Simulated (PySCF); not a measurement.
One of the candidates below gave these computed data.

All candidates are C3H6ClFO2S.

| technique | computed result |
| --- | --- |
| Dipole | 2.14 D [CAM-B3LYP/def2-SVPD] |
| 13C NMR | chemical shifts (computed TMS as zero) by class: 86.9 (1 C), 77.4 (1 C), 23.5 (1 C) ppm [GIAO PBE0/pcSseg-1] |
| UV, strongest line | among the 8 lowest singlet transitions: S6 at 8.01 eV (155 nm, f = 0.128) [TDDFT CAM-B3LYP/def2-SVPD] |
| Polarisability | 77.8 au [CAM-B3LYP/def2-SVPD] |
| Rotational structure | rotational constants A, B, C: 2.766, 0.873, 0.788 GHz [GFN2-xTB] |
| Triplet | lowest triplet excitation (Tamm–Dancoff): 5.35 eV [TDA CAM-B3LYP/def2-SVPD] |

Gas-phase values; electronic properties from PySCF, density fitting. Levels stand in brackets. Geometry: GFN2-xTB, one conformer, isolated molecule. Each NMR value is the plain mean over a class of atoms that symmetry, rotation or inversion makes alike.

Problem. Which candidate is it?
A. `C[C@H](F)CS(=O)(=O)Cl`
B. `CC[C@@H](F)S(=O)(=O)Cl`
C. `C[C@H](CF)S(=O)(=O)Cl`

Solution. A. It is `C[C@H](F)CS(=O)(=O)Cl`. Numbering: `[CH3:1][C@H:2]([F:3])[CH2:4][S:5](=[O:6])(=[O:7])[Cl:8]`. 3 carbons fall into 3 classes; from least to most shielded: sp3 C–F carbon [C2] (86.9 ppm), sp3 carbon bound to sulfur [C4] (77.4 ppm), methyl carbon [C1] (23.5 ppm). The optimised geometry has point group C1 and is an asymmetric top.

The others, at the same levels:
- `C[C@H](CF)S(=O)(=O)Cl` fails: its computed 13C shifts are 86.4 (1 C), 73.4 (1 C), 14.8 (1 C) ppm, rotational constant A is 2.075 GHz (against 2.766 GHz) and smallest rotational constant is 1.006 GHz (against 0.788 GHz).
- `CC[C@@H](F)S(=O)(=O)Cl` fails: its computed 13C shifts are 117.1 (1 C), 26.8 (1 C), 9.5 (1 C) ppm, rotational constant A is 2.295 GHz (against 2.766 GHz) and smallest rotational constant is 0.962 GHz (against 0.788 GHz).

Each candidate is one conformer, not necessarily the lowest. The conformers computed, where there is a choice (atom-mapped SMILES and torsion angles):
- `[CH3:1][C@H:2]([F:3])[CH2:4][S:5](=[O:6])(=[O:7])[Cl:8]`: C1–C2–C4–S5 -73°, C2–C4–S5–O6 -49°
- `[CH3:1][C@H:2]([CH2:3][F:4])[S:5](=[O:6])(=[O:7])[Cl:8]`: C1–C2–C3–F4 75°, C1–C2–S5–O6 -52°
- `[CH3:1][CH2:2][C@@H:3]([F:4])[S:5](=[O:6])(=[O:7])[Cl:8]`: C1–C2–C3–F4 179°, C2–C3–S5–O6 -45°
